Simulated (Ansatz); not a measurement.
```xyz
3

Si    0.0000    0.0000   -0.1342
H     0.0000    1.0962    0.9391
H     0.0000   -1.0962    0.9391
```

Basis set: def2-TZVP (spherical functions). Left uncorrelated: 5 orbitals. Charge 0, multiplicity 1.

Computed with Ansatz (development build ahead of 0.2.0); each method stands on the lowest determinant of its kind that the runs found. Restricted open shells among the atoms or ions are ROHF, correlated in semicanonical orbitals with singles.

Problem. Give the atomization energy at this shape (free ground-state atoms in the same class of orbitals less the molecule, no zero-point energy) of singlet SiH₂ by RHF-MP2, RHF.

Solution.

| method | atomization energy |
| --- | --- |
| RHF-MP2 | 6.06 eV |
| RHF | 4.88 eV |
